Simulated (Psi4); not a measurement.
Complex: CO (SMILES [C-]#[O+]) (first 2 atoms) with HBr (SMILES Br); geometry from B3LYP-D3(BJ)/def2-TZVP.
(charge 0, multiplicity 1):
```xyz
4

C      0.04179     0.29992     0.66765
O      0.04411     0.49336    -0.43862
Br     0.03431    -0.35400     4.41306
H      0.03724    -0.10802     3.00501
```

The numbers are results of SAPT0/aug-cc-pVDZ in Psi4, not measurements.

Question: Give the four SAPT terms and the total, and say what mostly holds the pair together.

Answer: electrostatics -119.8, exchange 184.2, induction -54.9, dispersion -69.6, total -60.1 meV; the largest attraction is electrostatics.
